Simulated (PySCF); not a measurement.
2-chlorobuta-1,3-diene (C4H5Cl), SMILES C=CC(=C)Cl.

Coordinates come from a B3LYP-D3(BJ)/def2-SVP optimisation. Other conformers were not sampled.

All values below come from TDDFT-ωB97X/def2-SVPD (PySCF).

Vertical excitations. Gas-phase values at a fixed geometry. State labels are in the subgroup Cs.

Task: Estimate the UV-visible absorptions. (Estimate from the structure and the level; the computed values follow.)

Result: 
```json
[
 {"state": "S1", "symmetry": "A'", "energy (eV)": "5.84", "λ (nm)": "212", "f": "0.578", "main pairs": "HOMO→LUMO 98 %"},
 {"state": "S2", "symmetry": "A\"", "energy (eV)": "6.67", "λ (nm)": "186", "f": "0.000", "main pairs": "HOMO→LUMO+1 57 %, HOMO→LUMO+2 14 %"},
 {"state": "S3", "symmetry": "A'", "energy (eV)": "6.98", "λ (nm)": "178", "f": "0.067", "main pairs": "HOMO−1→LUMO 98 %"},
 {"state": "S4", "symmetry": "A\"", "energy (eV)": "7.06", "λ (nm)": "176", "f": "0.001", "main pairs": "HOMO−2→LUMO 95 %"},
 {"state": "S5", "symmetry": "A\"", "energy (eV)": "7.45", "λ (nm)": "166", "f": "0.001", "main pairs": "HOMO→LUMO+2 51 %, HOMO→LUMO+1 29 %"},
 {"state": "S6", "symmetry": "A\"", "energy (eV)": "7.76", "λ (nm)": "160", "f": "0.001", "main pairs": "HOMO−3→LUMO 93 %"},
 {"state": "S7", "symmetry": "A'", "energy (eV)": "7.87", "λ (nm)": "157", "f": "0.019", "main pairs": "HOMO→LUMO+4 94 %"},
 {"state": "S8", "symmetry": "A\"", "energy (eV)": "8.12", "λ (nm)": "153", "f": "0.026", "main pairs": "HOMO−1→LUMO+1 43 %, HOMO→LUMO+5 26 %, HOMO→LUMO+3 10 %, HOMO→LUMO+2 9 %"},
 {"state": "S9", "symmetry": "A'", "energy (eV)": "8.12", "λ (nm)": "153", "f": "0.003", "main pairs": "HOMO−2→LUMO+1 47 %, HOMO−2→LUMO+2 29 %, HOMO−2→LUMO+3 9 %"},
 {"state": "S10", "symmetry": "A\"", "energy (eV)": "8.32", "λ (nm)": "149", "f": "0.049", "main pairs": "HOMO→LUMO+3 59 %, HOMO→LUMO+5 11 %"},
 {"state": "T1", "symmetry": "A'", "energy (eV)": "3.22", "λ (nm)": "384", "f": "0", "main pairs": "HOMO→LUMO 90 %"},
 {"state": "T2", "symmetry": "A'", "energy (eV)": "4.86", "λ (nm)": "255", "f": "0", "main pairs": "HOMO−1→LUMO 53 %, HOMO→LUMO+4 28 %, HOMO−4→LUMO 12 %"},
 {"state": "T3", "symmetry": "A\"", "energy (eV)": "6.29", "λ (nm)": "197", "f": "0", "main pairs": "HOMO→LUMO+1 44 %, HOMO→LUMO+2 16 %, HOMO→LUMO+3 8 %, HOMO→LUMO+9 7 %"},
 {"state": "T4", "symmetry": "A\"", "energy (eV)": "6.96", "λ (nm)": "178", "f": "0", "main pairs": "HOMO−2→LUMO 91 %"}
]
```
Triplets are in the Tamm–Dancoff approximation, which puts them higher than full response would, so one can lie above its singlet here.
